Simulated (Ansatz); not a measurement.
Species: [W(=O)(F)4] (charge 0, multiplicity 1), formula F4OW.

Q: How many basis functions does frozen-core CCSD(T)/def2-TZVPP // PBE-D3(BJ)/def2-SVP (Ansatz, a first-principles code) use, how many core orbitals are frozen, and how many electrons are correlated?

A: 211 basis functions and 5 frozen orbitals, which leaves 48 correlated electrons. Core time is of the order of minutes.
